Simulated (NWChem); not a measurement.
System: isopropylamine (C3H9N); SMILES C(N)(C)C

NWChem input:

```
start job
memory heap 200 mb stack 900 mb global 1100 mb
geometry units angstroms noautosym nocenter noautoz
  C      0.690515     0.115506     1.257646
  C     -0.024381    -0.355690     0.000000
  C      0.690515     0.115506    -1.257646
  N     -1.380450     0.174347     0.000000
  H      1.725598    -0.256630     1.292639
  H      0.709171     1.215960     1.292799
  H      0.177346    -0.241639     2.165287
  H     -0.000331    -1.469116     0.000000
  H      0.177346    -0.241639    -2.165287
  H      0.709171     1.215960    -1.292799
  H      1.725598    -0.256630    -1.292639
  H     -1.890852    -0.164149    -0.813973
  H     -1.890852    -0.164149     0.813973
end
basis spherical
  * library sto-3g
end
dft
  xc hfexch
  iterations 150
end
property
  shielding 8 1 2 4 5 6 7 8 12
end
task dft property
```

Output (shortened):

```
             Northwest Computational Chemistry Package (NWChem) 7.3.0
             --------------------------------------------------------

                             Geometry "geometry" -> ""
                             -------------------------

 Output coordinates in angstroms (scale by  1.889725989 to convert to a.u.)

  No.       Tag          Charge          X              Y              Z
 ---- ---------------- ---------- -------------- -------------- --------------
    1 C                    6.0000     0.69051500     0.11550600     1.25764600
    2 C                    6.0000    -0.02438100    -0.35569000     0.00000000
    3 C                    6.0000     0.69051500     0.11550600    -1.25764600
    4 N                    7.0000    -1.38045000     0.17434700     0.00000000
    5 H                    1.0000     1.72559800    -0.25663000     1.29263900
    6 H                    1.0000     0.70917100     1.21596000     1.29279900
    7 H                    1.0000     0.17734600    -0.24163900     2.16528700
    8 H                    1.0000    -0.00033100    -1.46911600     0.00000000
    9 H                    1.0000     0.17734600    -0.24163900    -2.16528700
   10 H                    1.0000     0.70917100     1.21596000    -1.29279900
   11 H                    1.0000     1.72559800    -0.25663000    -1.29263900
   12 H                    1.0000    -1.89085200    -0.16414900    -0.81397300
   13 H                    1.0000    -1.89085200    -0.16414900     0.81397300

 Effective nuclear repulsion energy (a.u.)     135.7122253623

  xc_inp: hfexch multiplicative factor not found.
                              NWChem Property Module
                              ----------------------

  itol2e modified to match energy
  convergence criterion.

                                 NWChem DFT Module
                                 -----------------

 Summary of "ao basis" -> "ao basis" (spherical)
 ------------------------------------------------------------------------------
       Tag                 Description            Shells   Functions and Types
 ---------------- ------------------------------  ------  ---------------------
 C                           sto-3g                  3        5   2s1p
 N                           sto-3g                  3        5   2s1p
 H                           sto-3g                  1        1   1s

  itol2e modified to match energy
  convergence criterion.

            General Information
            -------------------
          SCF calculation type: DFT
          Wavefunction type:  closed shell.
          No. of atoms     :    13
          No. of electrons :    34
           Alpha electrons :    17
            Beta electrons :    17
          Charge           :     0
          Spin multiplicity:     1
          Use of symmetry is: off; symmetry adaption is: off
          Maximum number of iterations: 150
          AO basis - number of functions:    29
                     number of shells:    21
          Convergence on energy requested:  1.00D-07
          Convergence on density requested:  1.00D-05
          Convergence on gradient requested:  5.00D-04

              XC Information
              --------------
                     Hartree-Fock (Exact) Exchange  1.000

      Superposition of Atomic Density Guess
      -------------------------------------

 Sum of atomic energies:        -169.35018050

      Non-variational initial energy
      ------------------------------

 Total energy =    -170.272125
 1-e energy   =    -500.146490
 2-e energy   =     194.162140
 HOMO         =      -0.147475
 LUMO         =       0.515033

   convergence    iter        energy       DeltaE   RMS-Dens  Diis-err
 ---------------- ----- ----------------- --------- --------- ---------
 d= 0,ls=0.0,diis     1   -171.1571643960 -3.07D+02  1.73D-02  1.84D-01
 d= 0,ls=0.0,diis     2   -171.1911981845 -3.40D-02  4.43D-03  1.18D-02
 d= 0,ls=0.0,diis     3   -171.1933468375 -2.15D-03  1.66D-03  7.54D-04
 d= 0,ls=0.0,diis     4   -171.1935381019 -1.91D-04  2.66D-04  1.08D-05
 d= 0,ls=0.0,diis     5   -171.1935420000 -3.90D-06  8.59D-05  8.18D-07
 d= 0,ls=0.0,diis     6   -171.1935422992 -2.99D-07  9.48D-06  1.15D-08
 d= 0,ls=0.0,diis     7   -171.1935423030 -3.85D-09  7.73D-07  1.81D-10

         Total DFT energy =     -171.193542303020
      One electron energy =     -500.602552777856
           Coulomb energy =      219.183697221606
    Exchange-Corr. energy =      -25.486912109077
 Nuclear repulsion energy =      135.712225362307

 Numeric. integr. density =        0.000000000000

                       DFT Final Molecular Orbital Analysis
                       ------------------------------------

 Vector   15  Occ=2.000000D+00  E=-4.465106D-01
              MO Center=  1.2D-01, -1.8D-02,  2.7D-14, r^2= 2.8D+00
   Bfn.  Coefficient  Atom+Function         Bfn.  Coefficient  Atom+Function
  ----- ------------  ---------------      ----- ------------  ---------------
     8      0.394267   2 C  px               18     -0.282864   4 N  px
     3     -0.272780   1 C  px               13     -0.272780   3 C  px
    19      0.255934   4 N  py                9      0.197377   2 C  py
     4     -0.184266   1 C  py               14     -0.184266   3 C  py
    21     -0.184387   5 H  s                27     -0.184387  11 H  s

 Vector   16  Occ=2.000000D+00  E=-4.326948D-01
              MO Center=  1.8D-01, -9.1D-02, -3.4D-14, r^2= 2.7D+00
   Bfn.  Coefficient  Atom+Function         Bfn.  Coefficient  Atom+Function
  ----- ------------  ---------------      ----- ------------  ---------------
    10      0.465905   2 C  pz                5     -0.405852   1 C  pz
    15     -0.405852   3 C  pz               23     -0.274834   7 H  s
    25      0.274834   9 H  s                20     -0.173059   4 N  pz
    28      0.167382  12 H  s                29     -0.167382  13 H  s
     2      0.101848   1 C  s                12     -0.101848   3 C  s

 Vector   17  Occ=2.000000D+00  E=-3.158181D-01
              MO Center= -1.1D+00,  1.4D-01,  6.0D-16, r^2= 1.3D+00
   Bfn.  Coefficient  Atom+Function         Bfn.  Coefficient  Atom+Function
  ----- ------------  ---------------      ----- ------------  ---------------
    19      0.840169   4 N  py               17      0.379348   4 N  s
    24      0.314216   8 H  s                 9     -0.207244   2 C  py
    28     -0.120469  12 H  s                29     -0.120469  13 H  s
     5      0.085692   1 C  pz               15     -0.085692   3 C  pz
    16     -0.074422   4 N  s                22      0.073878   6 H  s

 Vector   18  Occ=0.000000D+00  E= 5.817365D-01
              MO Center= -1.8D-01, -2.3D-01, -3.5D-14, r^2= 3.1D+00
   Bfn.  Coefficient  Atom+Function         Bfn.  Coefficient  Atom+Function
  ----- ------------  ---------------      ----- ------------  ---------------
    17      0.865116   4 N  s                 9     -0.505543   2 C  py
    24     -0.491919   8 H  s                28     -0.452106  12 H  s
    29     -0.452106  13 H  s                 8      0.427503   2 C  px
    21     -0.428021   5 H  s                27     -0.428021  11 H  s
    19     -0.311391   4 N  py                4     -0.276197   1 C  py

 Vector   19  Occ=0.000000D+00  E= 6.041840D-01
              MO Center=  2.0D-01, -2.2D-01, -1.5D-13, r^2= 2.9D+00
   Bfn.  Coefficient  Atom+Function         Bfn.  Coefficient  Atom+Function
  ----- ------------  ---------------      ----- ------------  ---------------
     8      0.554859   2 C  px               23      0.516864   7 H  s
    25      0.516864   9 H  s                24      0.472300   8 H  s
     3      0.459940   1 C  px               13      0.459940   3 C  px
     9      0.422047   2 C  py                4      0.333297   1 C  py
    14      0.333297   3 C  py               18      0.317862   4 N  px

 Vector   20  Occ=0.000000D+00  E= 6.276585D-01
              MO Center= -1.0D-01, -8.3D-02,  7.2D-15, r^2= 2.8D+00
   Bfn.  Coefficient  Atom+Function         Bfn.  Coefficient  Atom+Function
  ----- ------------  ---------------      ----- ------------  ---------------
    10      0.709956   2 C  pz                5      0.599921   1 C  pz
    15      0.599921   3 C  pz               20      0.466191   4 N  pz
    28      0.455440  12 H  s                29     -0.455440  13 H  s
    23     -0.340968   7 H  s                25      0.340968   9 H  s
     2     -0.318300   1 C  s                12      0.318300   3 C  s

     Multipole analysis of the density
     ---------------------------------

[...]

          -----------------------------------------
          Chemical Shielding Tensors (GIAO, in ppm)
          -----------------------------------------

                                NWChem CPHF Module
                                ------------------

  scftype          =     RHF
  nclosed          =       17
  nopen            =        0
  variables        =      204
  # of vectors     =        3
  tolerance        = 0.10D-03
  level shift      = 0.00D+00
  max iterations   =       50
  max subspace     =       30

 SCF residual:    3.3266696470273036E-006

Iterative solution of linear equations
  No. of variables      204
  No. of equations        3
  Maximum subspace       30
        Iterations       50
       Convergence  1.0D-04

   iter   nsub   residual    time
   ----  ------  --------  ---------
     1      3    1.04D+00       4.8
     2      6    5.71D-02       5.0
     3      9    1.68D-02       5.2
     4     12    2.17D-03       5.4
     5     15    2.59D-04       5.6
     6     18    4.78D-05       5.7

      Atom:    1  C
        Diamagnetic
    245.4304      1.3776      4.6558
      1.3776    241.8020      2.2739
      4.6558      2.2739    251.1134

        Paramagnetic
    -25.9685      2.0556      4.1574
      2.0556    -28.5895      3.3054
      4.1574      3.3054    -20.8208

        Total Shielding Tensor
    219.4619      3.4332      8.8132
      3.4332    213.2125      5.5793
      8.8132      5.5793    230.2926

           isotropic =     220.9890
          anisotropy =      24.0478

          Principal Components and Axis System
                 1           2           3
              237.0209    214.5551    211.3910

      1         0.4734      0.8574     -0.2018
      2         0.2651      0.0797      0.9609
      3         0.8400     -0.5084     -0.1896

      Atom:    2  C
        Diamagnetic
    247.8716      0.0720      0.0000
      0.0720    238.7658      0.0000
      0.0000      0.0000    249.1234

        Paramagnetic
    -28.5818     -4.2597      0.0000
     -4.2597    -44.9430      0.0000
      0.0000      0.0000    -56.3146

        Total Shielding Tensor
    219.2898     -4.1876      0.0000
     -4.1876    193.8228      0.0000
      0.0000      0.0000    192.8088

           isotropic =     201.9738
          anisotropy =      26.9804

          Principal Components and Axis System
                 1           2           3
              219.9607    193.1519    192.8088

      1         0.9874      0.1582     -0.0000
      2        -0.1582      0.9874     -0.0000
      3         0.0000      0.0000      1.0000

      Atom:    3  N
        Diamagnetic
    323.7031     -3.8111      0.0000
     -3.8111    292.8856      0.0000
      0.0000      0.0000    312.3443

        Paramagnetic
    -23.3889     -4.9284      0.0000
     -4.9284    -25.5794     -0.0000
      0.0000     -0.0000      0.5408

        Total Shielding Tensor
    300.3143     -8.7394      0.0000
     -8.7394    267.3062     -0.0000
      0.0000     -0.0000    312.8851

           isotropic =     293.5018
          anisotropy =      29.0749

          Principal Components and Axis System
                 1           2           3
              312.8851    302.4854    265.1350

      1         0.0000      0.9705      0.2411
      2         0.0000     -0.2411      0.9705
      3         1.0000      0.0000      0.0000

      Atom:    4  H
        Diamagnetic
     38.6749     -3.7974      3.1675
     -3.7974     25.8156     -0.2847
      3.1675     -0.2847     28.2529

        Paramagnetic
      0.0308      0.8234      0.1393
      0.8234      1.8049     -0.1042
      0.1393     -0.1042      2.2856

        Total Shielding Tensor
     38.7056     -2.9740      3.3068
     -2.9740     27.6205     -0.3889
      3.3068     -0.3889     30.5385

           isotropic =      32.2882
          anisotropy =      12.3840

          Principal Components and Axis System
                 1           2           3
               40.5442     29.5116     26.8089

      1         0.9232     -0.2650      0.2783
      2        -0.2219      0.2238      0.9490
      3         0.3137      0.9379     -0.1478

      Atom:    5  H
        Diamagnetic
     25.5812      1.9413      1.5977
      1.9413     38.3691      3.1199
      1.5977      3.1199     27.9277

        Paramagnetic
      2.2677      0.0646     -0.0941
      0.0646     -0.4769      0.1764
     -0.0941      0.1764      2.0787

        Total Shielding Tensor
     27.8489      2.0059      1.5036
      2.0059     37.8922      3.2963
      1.5036      3.2963     30.0064

           isotropic =      31.9158
          anisotropy =      11.4978

          Principal Components and Axis System
                 1           2           3
               39.5810     29.1008     27.0657

      1         0.2011      0.3690      0.9074
      2         0.9161     -0.3989     -0.0408
      3         0.3470      0.8394     -0.4183

      Atom:    6  H
        Diamagnetic
     28.3306      1.7705     -3.3244
      1.7705     25.8341     -3.2818
     -3.3244     -3.2818     38.8588

        Paramagnetic
      1.4887     -0.4624      1.1391
     -0.4624      1.8462      0.7641
      1.1391      0.7641      0.5457

        Total Shielding Tensor
     29.8193      1.3082     -2.1853
      1.3082     27.6803     -2.5177
     -2.1853     -2.5177     39.4044

           isotropic =      32.3013
          anisotropy =      12.2495

          Principal Components and Axis System
                 1           2           3
               40.4677     29.5572     26.8792

      1        -0.2212      0.9217     -0.3187
      2        -0.2101      0.2740      0.9385
      3         0.9523      0.2746      0.1330

      Atom:    7  H
        Diamagnetic
     26.1500      0.0491     -0.0000
      0.0491     40.7276      0.0000
     -0.0000      0.0000     26.3617

        Paramagnetic
      1.9794     -0.1796     -0.0000
     -0.1796     -1.1020     -0.0000
     -0.0000     -0.0000      2.2339

        Total Shielding Tensor
     28.1294     -0.1304     -0.0000
     -0.1304     39.6256     -0.0000
     -0.0000     -0.0000     28.5956

           isotropic =      32.1169
          anisotropy =      11.2653

          Principal Components and Axis System
                 1           2           3
               39.6271     28.5956     28.1280

      1        -0.0113      0.0000      0.9999
      2         0.9999      0.0000      0.0113
      3         0.0000      1.0000      0.0000

      Atom:    8  H
        Diamagnetic
     34.6160      2.0388      7.6932
      2.0388     22.8649      3.3291
      7.6932      3.3291     35.1061

        Paramagnetic
      3.0080     -0.2693     -1.3353
     -0.2693      2.0817     -0.5885
     -1.3353     -0.5885      2.5732

        Total Shielding Tensor
     37.6240      1.7694      6.3579
      1.7694     24.9467      2.7406
      6.3579      2.7406     37.6793

           isotropic =      33.4167
          anisotropy =      16.6705

          Principal Components and Axis System
                 1           2           3
               44.5303     31.3577     24.3619

      1         0.6905      0.7220     -0.0443
      2         0.1611     -0.0938      0.9825
      3         0.7052     -0.6855     -0.1810
```

Level: Hartree-Fock/STO-3G, GIAO. STO-3G and 3-21G are far too small for this property and stand as cheap habits. Geometry: optimised at PBE0/def2-SVP. The output numbers the shielded atoms by their place in the input's list. The printed shielding anisotropy is the first printed principal value minus the mean of the other two.
